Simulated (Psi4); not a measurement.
F₃Sn (SMILES [F][Sn]([F])[F]), doublet, at a GFN2-xTB geometry (such geometries of metal compounds can be far from the true shape) (the spin is typed, not shown lowest) (core potentials on Sn); WB97X/def2-SVPD run with Psi4.

The Psi4 input:
```
memory 2 GB

molecule mol {
0 2
Sn   -0.025325    0.045338    0.108720
F    -1.772595   -1.241490   -0.142447
F     0.032899    1.905935   -1.034413
F     1.880389   -0.916323    0.572862
}

set {
  basis def2-svpd
  reference uks
  scf_type pk
  puream true
  d_convergence 1e-8
  dft_radial_points 99
  dft_spherical_points 590
}

energy('wb97x')
print_variables()
```

It wrote (shortened):

```
   => Loading Basis Set <=

    Name: DEF2-SVPD
    Role: ORBITAL
    Keyword: BASIS

    !!!  WARNING: ECP capability is in beta. Please check occupations closely.  !!!

         ---------------------------------------------------------
                                   SCF
               by Justin Turney, Rob Parrish, Andy Simmonett
                          and Daniel G. A. Smith
                              UKS Reference
         ---------------------------------------------------------

  ==> Geometry <==

    Molecular point group: c1
    Full point group: C1

    Geometry (in Angstrom), charge = 0, multiplicity = 2:

       Center              X                  Y                   Z               Mass
    ------------   -----------------  -----------------  -----------------  -----------------
         SN          -0.023269679248     0.041658770205     0.099896977448   119.902201630000
         F           -1.770539679248    -1.245169229795    -0.151270022552    18.998403162730
         F            0.034954320752     1.902255770205    -1.043236022552    18.998403162730
         F            1.882444320752    -0.920002229795     0.564038977448    18.998403162730

  Running in c1 symmetry.

  Rotational constants: A =      0.12288  B =      0.12288  C =      0.06355 [cm^-1]
  Rotational constants: A =   3683.89543  B =   3683.89424  C =   1905.29397 [MHz]
  Nuclear repulsion =  178.307024709718092

  Charge       = 0
  Multiplicity = 2
  Electrons    = 49
  Nalpha       = 25
  Nbeta        = 24

  ==> Algorithm <==

  SCF Algorithm Type is PK.
  DIIS enabled.
  MOM disabled.
  Fractional occupation disabled.
  Guess Type is SAD.
  Energy threshold   = 1.00e-06
  Density threshold  = 1.00e-08
  Integral threshold = 1.00e-12

  ==> Primary Basis <==

  Basis Set: DEF2-SVPD
    Blend: DEF2-SVPD
    Number of shells: 39
    Number of basis functions: 101
    Number of Cartesian functions: 110
    Spherical Harmonics?: true
    Max angular momentum: 2

  Core potential: DEF2-SVPD
    Number of shells: 4
    Number of ECP primitives: 18
    Number of ECP core electrons: 28
    Max angular momentum: 3

  ==> DFT Potential <==

   => LibXC <=

    Version 7.1.2
    S. Lehtola, C. Steigemann, M. J. T. Oliveira, and M. A. L. Marques,  SoftwareX 7, 1–5 (2018) (10.1016/j.softx.2017.11.002)

   => Composite Functional: WB97X <=

    wB97X Hyb-GGA Exchange-Correlation Functional

    J.-D. Chai and M. Head-Gordon,  J. Chem. Phys. 128, 084106 (2008) (10.1063/1.2834918)

    Deriv               =              1
    GGA                 =           TRUE
    Meta                =          FALSE

    Exchange Hybrid     =           TRUE
    MP2 Hybrid          =          FALSE

   => Exchange-Correlation Functionals <=

    1.0000   wB97X range-separated functional

   => Exact (HF) Exchange <=

    0.8423            HF,LR [omega = 0.3000]
    0.1577               HF

   => LibXC Density Thresholds  <==

    XC_HYB_GGA_XC_WB97X:  1.00E-14

   => Molecular Quadrature <=

    Radial Scheme          =       TREUTLER
    Pruning Scheme         =           NONE
    Nuclear Scheme         =       TREUTLER

    Blocking Scheme        =         OCTREE
    BS radius alpha        =              1
    Pruning alpha          =              1
    Radial Points          =             99
    Spherical Points       =            590
    Total Points           =         226765
    Total Blocks           =           1721
    Max Points             =            256
    Max Functions          =             99
    Weights Tolerance      =       1.00E-15

  ==> Integral Setup <==

  Using in-core PK algorithm.
   Calculation information:
      Number of atoms:                   4
      Number of AO shells:              39
      Number of primitives:             70
      Number of atomic orbitals:       110
      Number of basis functions:       101

      Integral cutoff                 1.00e-12
      Number of threads:                 1

  Performing in-core PK
  Using 39806928 doubles for integral storage.
  We computed 264723 shell quartets total.
  Whereas there are 304590 unique shell quartets.

  Computing range-separated integrals for PK
  We computed 264723 wK shell quartets total.
  Whereas there are 304590 wK unique shell quartets.

  ==> DiskJK: Disk-Based J/K Matrices <==

    J tasked:                  Yes
    K tasked:                  Yes
    wK tasked:                 Yes
    Omega:               3.000E-01
    Schwarz Cutoff:          1E-12

  Minimum eigenvalue in the overlap matrix is 2.9366473252E-03.
  Reciprocal condition number of the overlap matrix is 5.6665170187E-04.
    Using symmetric orthogonalization.

  ==> Pre-Iterations <==

  SCF Guess: Superposition of Atomic Densities via on-the-fly atomic UHF (no occupation information).

   -------------------------
    Irrep   Nso     Nmo
   -------------------------
     A        101     101
   -------------------------
    Total     101     101
   -------------------------

  ==> Iterations <==

                        Total Energy        Delta E     RMS |[F,P]|

   @UKS iter SAD:  -511.28571594910170   -5.11286e+02   0.00000e+00
   @UKS iter   1:  -513.36116015176435   -2.07544e+00   7.65209e-03 DIIS/ADIIS
   @UKS iter   2:  -513.12888722138041    2.32273e-01   1.18075e-02 DIIS/ADIIS
   @UKS iter   3:  -513.59167507807979   -4.62788e-01   6.27157e-04 DIIS/ADIIS
   @UKS iter   4:  -513.59389469629616   -2.21962e-03   3.20776e-04 DIIS/ADIIS
   @UKS iter   5:  -513.59480268498817   -9.07989e-04   1.85809e-04 DIIS/ADIIS
   @UKS iter   6:  -513.59505316252773   -2.50478e-04   6.77075e-05 DIIS
   @UKS iter   7:  -513.59512239087553   -6.92283e-05   2.06008e-05 DIIS
   @UKS iter   8:  -513.59512816303959   -5.77216e-06   3.74670e-06 DIIS
   @UKS iter   9:  -513.59512866646276   -5.03423e-07   2.04176e-06 DIIS
   @UKS iter  10:  -513.59512877470422   -1.08241e-07   1.66498e-06 DIIS
   @UKS iter  11:  -513.59512881275612   -3.80519e-08   4.25532e-07 DIIS
   @UKS iter  12:  -513.59512882020033   -7.44421e-09   1.49677e-07 DIIS
   @UKS iter  13:  -513.59512882094259   -7.42261e-10   6.33259e-08 DIIS
   @UKS iter  14:  -513.59512882110971   -1.67120e-10   2.92943e-08 DIIS
   @UKS iter  15:  -513.59512882114745   -3.77440e-11   8.59244e-09 DIIS
  Energy and wave function converged.

  ==> Post-Iterations <==

   Electrons on quadrature grid:
      Nalpha   =   24.9999924501 ; deviation = -7.550e-06
      Nbeta    =   23.9999922042 ; deviation = -7.796e-06
      Ntotal   =   48.9999846543 ; deviation = -1.535e-05

   @Spin Contamination Metric:   2.121367604E-02
   @S^2 Expected:                7.500000000E-01
   @S^2 Observed:                7.712136760E-01
   @S   Expected:                5.000000000E-01
   @S   Observed:                5.000000000E-01

    Orbital Energies [Eh]
    ---------------------

    Alpha Occupied:

[...]
      25A     -0.430781

    Alpha Virtual:

[...]
     101A     52.765421

    Beta Occupied:

[...]
    Beta Virtual:

[...]
    Final Occupation by Irrep:
              A
    DOCC [    24 ]
    SOCC [     1 ]
    NA   [    25 ]
    NB   [    24 ]

  @UKS Final Energy:  -513.59512882114745

   => Energetics <=

    Nuclear Repulsion Energy =            178.3070247097180925
    One-Electron Energy =               -1149.1947598751939950
    Two-Electron Energy =                 492.5051436578897324
    DFT Exchange-Correlation Energy =     -35.2125373135613131
    Empirical Dispersion Energy =           0.0000000000000000
    VV10 Nonlocal Energy =                  0.0000000000000000
    Total Energy =                       -513.5951288211474548

  UHF NO Occupations:
  HONO-2 :   23  A 1.9952126
  HONO-1 :   24  A 1.9952125
  HONO-0 :   25  A 1.0000000
  LUNO+0 :   26  A 0.0047875
  LUNO+1 :   27  A 0.0047874
  LUNO+2 :   28  A 0.0008295
  LUNO+3 :   29  A 0.0000334

Computation Completed

Properties will be evaluated at   0.000000,   0.000000,   0.000000 [a0]

Properties computed using the SCF density matrix

 Multipole Moments:

 ------------------------------------------------------------------------------------
     Multipole            Electronic (a.u.)      Nuclear  (a.u.)        Total (a.u.)
 ------------------------------------------------------------------------------------

 L = 1.  Multiply by 2.5417464519 to convert [e a0] to [Debye]
 Dipole X            :         -1.6672000            1.5302959           -0.1369041
 Dipole Y            :          2.9847432           -2.7396272            0.2451160
 Dipole Z            :          7.1573623           -6.5695764            0.5877859
 Magnitude           :                                                    0.6513961

 ------------------------------------------------------------------------------------

  Variable Map:
  ----------------------------------------------------------------------------
[...]
  Array Variable Map:
  ----------------------------------------------------------------------------
[...]
[...]
```
